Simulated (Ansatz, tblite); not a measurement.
Forces on the cluster Li₄Te₂⁺ at its PBE-D4/def2-SVP geometry. The state is a doublet with charge 1.

In the def2 sets Te takes a core potential; there is no spin–orbit coupling. The xTB rows come from tblite. At PBE-D4/def2-TZVP the gap within one spin of the charge 1 doublet nearly closes, so an electron or hole may be smeared out by delocalisation error. Another isomer (doublet) lies 0.88 eV lower at PBE0-D4/def2-TZVP; other spin states weren't run for this one.

GFN1-xTB (tblite), largest force 1.07 eV/Å:

```xyz
6
positions Å, forces eV/Å
Li   -3.097   -2.052   -2.758    0.087    0.814    0.481
Li    1.411    1.032    3.305    0.102   -0.309   -0.582
Li    3.294    1.234   -0.250   -0.404   -0.368    0.387
Li   -0.569   -0.165   -0.004   -0.137    0.130   -0.212
Te   -2.793    0.124   -1.426    0.517   -0.936   -0.070
Te    1.753   -0.173    1.132   -0.166    0.669   -0.004
```

GFN2-xTB (tblite), largest force 0.49 eV/Å:

```
Li -0.027 0.028 -0.010
Li -0.024 0.238 0.324
Li 0.259 0.262 -0.174
Li -0.291 0.021 -0.127
Te 0.045 -0.057 0.012
Te 0.037 -0.491 -0.026
```

PBE-D4/def2-TZVP (Ansatz), largest force 0.03 eV/Å:

```
Li 0.002 0.020 0.012
Li -0.001 -0.005 -0.012
Li -0.007 -0.003 0.003
Li 0.014 0.010 0.004
Te -0.012 -0.023 -0.016
Te 0.004 0.001 0.010
```
